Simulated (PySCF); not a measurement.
## A small calculation by hand: oscillator strength and radiative lifetime

Sb(Cl)2(OMe) (CH₃Cl₂OSb), SMILES C[O][Sb]([Cl])[Cl].

Geometry: B3LYP-D3(BJ)/def2-SVP. The def2 effective core potentials stand for the cores of Sb; spin–orbit coupling is left out. One conformer was computed; it need not be the lowest.

PySCF 2.14.0 with TDDFT-PBE/def2-SVPD puts the first singlet state with f over 0.02 at 5.26 eV (vertical), with the transition dipole (-0.376, -0.148, 0.000) in atomic units.

Question: Find the oscillator strength, the wavelength and the radiative lifetime that this transition would have in vacuum if emission retraced absorption.

Answer: 
|μ|² = 0.1633 au, so |μ| = 1.03 D. ΔE = 5.26/27.211 = 0.1933 hartree. f = (2/3) ΔE |μ|² = 0.021 (the program prints 0.021).
λ = 1239.84/5.26 = 236 nm; ν = 42425 cm⁻¹.
Einstein's coefficient A = 0.6670 ν² f s⁻¹ (ν in cm⁻¹) = 2.5e7 s⁻¹, so τ = 1/A = 40 ns. This state is S8; the lower singlets have f = 0.000, 0.014, 0.013, 0.007, 0.004, 0.002, 0.002. The figure is the radiative limit of this one transition; relaxation, internal conversion, crossing to triplets and a medium change what is measured.
